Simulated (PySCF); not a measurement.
PySCF input file for C2H3N, SMILES [C-]#[N+]C, PBE-D3(BJ)/def2-TZVP. Geometry: PBE-D3(BJ)/def2-TZVP.

```python
import numpy as np
from pyscf import gto, scf, dft, df
from pyscf.hessian import thermo

mol = gto.M(
    atom='''
    C    -0.00000000    0.00000000   -1.10724964
    N     0.00000000   -0.00000000    0.30974208
    C    -0.00000000    0.00000000    1.48690175
    H    -0.89430425    0.51632680   -1.48203574
    H     0.89430425    0.51632680   -1.48203574
    H     0.00000000   -1.03265359   -1.48203575
    ''',
    basis='def2-TZVP',
    charge=0,
    spin=0,
    max_memory=1600,
    verbose=3,
)
mf = dft.RKS(mol, xc='pbe').density_fit(auxbasis='def2-universal-jkfit')
mf.disp = 'd3bj'
mf.grids.level = 3
mf.conv_tol = 1e-11
mf.max_cycle = 100
mf.kernel()

# analytic Hessian; the response equations are solved on a coarser grid
h, args, fine = mf.Hessian(), (mf.mo_energy, mf.mo_coeff, mf.mo_occ), mf.grids
h.max_memory = max(150, 2.5e-5 * df.make_auxmol(mol, mf.with_df.auxbasis).nao * mol.nelec[0] * (mol.nelec[0] + mol.nao))  # MB; small integral blocks
h1ao = h.make_h1(mf.mo_coeff, mf.mo_occ)
mf.grids = dft.Grids(mol).set(level=1).build(with_non0tab=True)
mo1, mo_e1 = h.solve_mo1(*args, h1ao)
mf.grids = fine
hess = h.hess_elec(*args, mo1, mo_e1, h1ao) + h.hess_nuc()
if mf.do_disp():
    hess += h.get_dispersion()
for i in range(mol.natm):  # the analytic DFT Hessian lacks the response of the grid: restore translational invariance
    hess[i, i] -= hess[i].sum(axis=0)
hess = (hess + hess.transpose(1, 0, 3, 2)) / 2
vib = thermo.harmonic_analysis(mol, hess, imaginary_freq=False)
thermo.dump_normal_mode(mol, vib)
th = thermo.thermo(mf, vib['freq_au'][vib['freq_au'] > 0], 298.15, 101325)
thermo.dump_thermo(mol, th)
g0 = mf.nuc_grad_method().set(verbose=0).kernel()

# dipole derivatives [dipole axis, atom, xyz] from the same response
r, irp = mol.intor('int1e_r'), mol.intor('int1e_irp').reshape(3, 3, mol.nao, mol.nao)
sl, dm0, ok = mol.aoslice_by_atom(), np.array(mf.make_rdm1()), []
dmu = np.einsum('a,xt->xat', mol.atom_charges(), np.eye(3))
for a, (_, _, p0, p1) in enumerate(sl):
    dmu[:, a] += 2 * np.einsum('xtij,ij->xt', irp[:, :, :, p0:p1], dm0.reshape(-1, mol.nao, mol.nao).sum(0)[:, p0:p1])
    for u, c, occ, f in [(mo1, mf.mo_coeff, mf.mo_occ, 4)]:
        dmu[:, a] -= f * np.einsum('tui,xuv,vi->xt', u[a], r, c[:, occ > 0], optimize=True)
L = vib['norm_mode']
ir = 974.8801 * (np.einsum('xat,kat->kx', dmu, L) ** 2).sum(1)       # km/mol
apt = np.einsum('xax->a', dmu) / 3
print('mode   freq/cm-1   IR/(km/mol)')
for k, w in enumerate(vib['freq_wavenumber']):
    print(f'{k + 1:4d} {w:11.2f} {ir[k]:13.3f}')
print('max |gradient| / (hartree/bohr):', abs(g0).max())
print('APT charges:', apt.round(4))
```

It prints:

```
converged SCF energy = -132.598409932393

WARN: DFTD3 does not support analytical Hessian, using finite difference


WARN: Mole.unit (angstrom) is changed to Bohr

Mode                                 0                   1                   2
Irrep
Freq [cm^-1]                      274.3532            274.3557            948.0141
Reduced mass [au]                   5.0562              5.0562              5.6688
Force const [Dyne/A]                0.2242              0.2242              3.0017
Char temp [K]                     394.7332            394.7368           1363.9812
Normal mode                   x     y     z       x     y     z       x     y     z
       0   C                -0.00 -0.06 -0.00   -0.06  0.00  0.00   -0.00 -0.00  0.21
       1   N                 0.01  0.20  0.00    0.20 -0.01 -0.00    0.00  0.00 -0.09
       2   C                -0.00 -0.15  0.00   -0.15  0.00  0.00   -0.00 -0.00 -0.15
       3   H                -0.00 -0.14 -0.11   -0.14  0.01  0.20    0.00 -0.00  0.19
       4   H                -0.01 -0.14 -0.12   -0.14  0.00 -0.19   -0.00 -0.00  0.19
       5   H                -0.00 -0.14  0.22   -0.14  0.00 -0.01   -0.00  0.00  0.19
Mode                                 3                   4                   5
Irrep
Freq [cm^-1]                     1101.2626           1101.2655           1397.9829
Reduced mass [au]                   1.3356              1.3356              1.1786
Force const [Dyne/A]                0.9544              0.9544              1.3571
Char temp [K]                    1584.4717           1584.4759           2011.3861
Normal mode                   x     y     z       x     y     z       x     y     z
       0   C                -0.00 -0.13  0.00    0.13 -0.00  0.00    0.00 -0.00 -0.11
       1   N                 0.00  0.07  0.00   -0.07  0.00 -0.00   -0.00  0.00  0.00
       2   C                -0.00 -0.01 -0.00    0.01 -0.00 -0.00   -0.00  0.00 -0.01
       3   H                 0.10  0.27  0.30   -0.16 -0.10  0.53   -0.18  0.10  0.49
       4   H                -0.10  0.27  0.31   -0.16  0.10 -0.52    0.18  0.10  0.49
       5   H                 0.00  0.10 -0.61   -0.33  0.00 -0.00   -0.00 -0.21  0.49
Mode                                 6                   7                   8
Irrep
Freq [cm^-1]                     1436.3028           1436.3212           2163.7205
Reduced mass [au]                   1.0356              1.0356             12.3254
Force const [Dyne/A]                1.2587              1.2587             33.9979
Char temp [K]                    2066.5199           2066.5464           3113.1120
Normal mode                   x     y     z       x     y     z       x     y     z
       0   C                -0.00 -0.04 -0.00    0.04 -0.00  0.00    0.00 -0.00  0.03
       1   N                -0.00 -0.02  0.00    0.02 -0.00  0.00   -0.00  0.00 -0.20
       2   C                 0.00  0.00  0.00   -0.00  0.00 -0.00    0.00 -0.00  0.19
       3   H                 0.36  0.47 -0.20   -0.05 -0.36 -0.34   -0.02  0.01  0.04
       4   H                -0.36  0.47 -0.20   -0.05  0.37  0.34    0.02  0.01  0.04
       5   H                 0.00 -0.16  0.39   -0.68 -0.00  0.00   -0.00 -0.02  0.04
Mode                                 9                  10                  11
Irrep
Freq [cm^-1]                     2980.8231           3055.1005           3055.1020
Reduced mass [au]                   1.0311              1.1040              1.1040
Force const [Dyne/A]                5.3976              6.0711              6.0711
Char temp [K]                    4288.7408           4395.6095           4395.6115
Normal mode                   x     y     z       x     y     z       x     y     z
       0   C                -0.00 -0.00 -0.04    0.09 -0.00  0.00    0.00  0.09 -0.00
       1   N                 0.00  0.00 -0.01   -0.00  0.00  0.00   -0.00 -0.00 -0.00
       2   C                 0.00 -0.00  0.00    0.00 -0.00 -0.00    0.00  0.00  0.00
       3   H                 0.46 -0.27  0.19   -0.56  0.33 -0.23    0.30 -0.15  0.12
       4   H                -0.46 -0.27  0.19   -0.53 -0.32  0.22   -0.35 -0.18  0.14
       5   H                -0.00  0.54  0.19    0.02  0.03  0.01    0.00 -0.73 -0.26
temperature 298.1500 [K]
pressure 101325.00 [Pa]
Rotational constants [GHz] 156.72060 10.02670 10.02670
Symmetry number 3
Zero-point energy (ZPE) 0.04380 [Eh]   114988.668 [J/mol]
                           tot       elec      trans        rot        vib
Entropy [J/mol/K]       246.260      0.000    155.076     76.848     14.335
Cv [J/mol/K]             44.764      0.000     12.472     12.472     19.821
Cp [J/mol/K]             53.078      0.000     20.786     12.472     19.821
Internal energy [J/mol]                      3718.434   3718.434 117670.954
Internal energy [Eh]   -132.55076  -132.59841
Enthalpy [J/mol]                             6197.391   3718.434 117670.954
Enthalpy [Eh]          -132.54981
Gibbs free energy [J/mol]                  -40038.654 -19193.892 113396.915
Gibbs free energy [Eh] -132.57778
mode   freq/cm-1   IR/(km/mol)
   1      274.35         0.320
   2      274.36         0.320
   3      948.01         6.763
   4     1101.26         0.003
   5     1101.27         0.003
   6     1397.98         1.913
   7     1436.30        11.301
   8     1436.32        11.302
   9     2163.72       102.818
  10     2980.82        14.451
  11     3055.10         4.532
  12     3055.10         4.531
max |gradient| / (hartree/bohr): 9.00305631428599e-05
APT charges: [ 0.3242 -0.4146  0.0421  0.0161  0.0161  0.0161]
```

The run converged.

Cost: very roughly 25 core-seconds.
